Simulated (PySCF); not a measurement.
Bonds (- single, = double, # triple, : aromatic): C1#C2 1.202 Å, C2-C3 1.407 Å, C3=C4 1.345 Å, C4-C5 1.502 Å, C4-Si6 1.862 Å, Si6-F7 1.588 Å, Si6-F8 1.589 Å, Si6-F9 1.589 Å. C1 carries H10; C3 carries H11; C5 carries H12, H13, H14. Stereochemistry as in C#C/C=C(\C)[Si](F)(F)F.

- shielding tensors at PBE0/pcSseg-1 (GIAO)
- GFN2-xTB geometry
- code: PySCF
- non-relativistic Hamiltonian, rapidly exchanging positions averaged, gas phase, single conformer

Scale: ¹³C (σ = 186.93 ppm) and ¹H (σ = 31.72 ppm) and ²⁹Si (σ = 349.16 ppm) against TMS; ¹⁹F (σ = 170.95 ppm) vs CFCl3 (reference shieldings calculated alike).

```csv
atoms,nucleus,count,Hirshfeld charge,δ (ppm)
C3,¹³C,1,-0.02,134.3
C1,¹³C,1,-0.08,103.5
F7/F8/F9,¹⁹F,3,-0.19,-154.9
C2,¹³C,1,-0.03,?
H11,¹H,1,0.06,6.26
C5,¹³C,1,-0.11,?
Si6,²⁹Si,1,0.58,-66.5
H10,¹H,1,0.10,?
H12/H13/H14,¹H,3,0.05,2.30
C4,¹³C,1,-0.07,146.5
```

**Question.** Complete the table.

**Answer.** 
- C2: 82.6 ppm, alkyne carbon; sp carbons lie upfield of alkene carbons because the cylindrical π system leaves one tensor component strongly shielded
- C5: 20.9 ppm, allylic methyl carbon; a saturated carbon with 1 carbon neighbour and no heteroatom attached
- H10: 3.57 ppm, hydrogen on a terminal alkyne carbon; it lies on the axis of the triple bond, in its shielding cone

Shifts are as computed. Against solution values, carbons near 30 ppm lie about +3 ppm off and those near 130 ppm about +5 ppm. Of 1211 compounds with measured shifts, 218 miss one by over three times the rms of a fit or turn the order of signals round; such compounds aren't used in these exercises. Unscaled 19F shifts against computed CFCl3 carry errors that often reach 10 to 50 ppm.
